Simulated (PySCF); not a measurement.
# Electron correlation in Mn²⁺ (manganese, charge +2)

[Ar] 3d5, high-spin 6S determinant. Calculation: PySCF 2.14, in ANO-RCC-VTZP (6s5p3d2f1g, 59 functions); the spin-free X2C one-electron Hamiltonian (Gaussian nucleus). Frozen: [Ar]; 5 electrons correlated.

| level | correlation energy (mhartree) |
| --- | --- |
| CCSD | -76.25 |
| (T) | -0.68 |
| CCSD(T) | -76.93 |

Diagnostics: T1 = 0.0042, D1 = 0.0059, largest double amplitude 0.023.

Cost of the coupled-cluster step: about 1.1 core-seconds, for 5 correlated electrons.

Iterations:

```
CC2 = 0
CCSD nocc = (np.int64(5), np.int64(0)), nmo = (50, 50)
frozen orbitals [[0, 1, 2, 3, 4, 5, 6, 7, 8], [0, 1, 2, 3, 4, 5, 6, 7, 8]]
max_cycle = 100
direct = 0
conv_tol = 1e-08
conv_tol_normt = 1e-06
diis_space = 8
diis_start_cycle = 0
Init t2, MP2 energy = -0.0711846728332386
Init E_corr(UCCSD) = -0.071184672833371
cycle = 1  E_corr(UCCSD) = -0.075747904043022  dE = -0.00456323121  norm(t1,t2) = 0.0126579
cycle = 2  E_corr(UCCSD) = -0.0761700596821863  dE = -0.000422155639  norm(t1,t2) = 0.00287306
cycle = 3  E_corr(UCCSD) = -0.0762590308684188  dE = -8.89711862e-05  norm(t1,t2) = 0.000964386
cycle = 4  E_corr(UCCSD) = -0.0762524971518915  dE = 6.53371653e-06  norm(t1,t2) = 2.85281e-05
cycle = 5  E_corr(UCCSD) = -0.0762518063466601  dE = 6.90805231e-07  norm(t1,t2) = 6.38812e-06
cycle = 6  E_corr(UCCSD) = -0.0762518397085588  dE = -3.33618987e-08  norm(t1,t2) = 6.87828e-07
cycle = 7  E_corr(UCCSD) = -0.0762518373195297  dE = 2.38902911e-09  norm(t1,t2) = 4.60997e-08
UCCSD converged
E(UCCSD) = -1156.691842470082  E_corr = -0.07625183731952968
UCCSD(T) correction = -0.000676591295759753
```
